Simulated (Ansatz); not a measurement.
`P[SiH2]C1CC1` + `C[SiH2]C[SiH3]` → `[SiH3]C[SiH2]P` + `C[SiH2]C1CC1`  (redistribution)

Calculated with Ansatz (gas phase, PBE0-D4/def2-TZVP geometries, no zero-point term in ΔE). CBS: MP2 limit from def2 TZ/QZ plus the TZ coupled-cluster correction, frozen cores. One conformer a species, not always the lowest.

| species | MP2/def2-QZVPP energy (Eh) |
| --- | --- |
| `P[SiH2]C1CC1` | -749.42082 |
| `C[SiH2]C[SiH3]` | -660.17334 |
| `[SiH3]C[SiH2]P` | -962.43472 |
| `C[SiH2]C1CC1` | -447.15890 |

Work out ΔE.

ΔE = (-962.43472) + (-447.15890) − (-749.42082) − (-660.17334) = 0.00054 Eh = +1.4 kJ/mol. CCSD(T)/CBS gives +1.1 kJ/mol.

Largest T1 diagnostic among the species: 0.012.
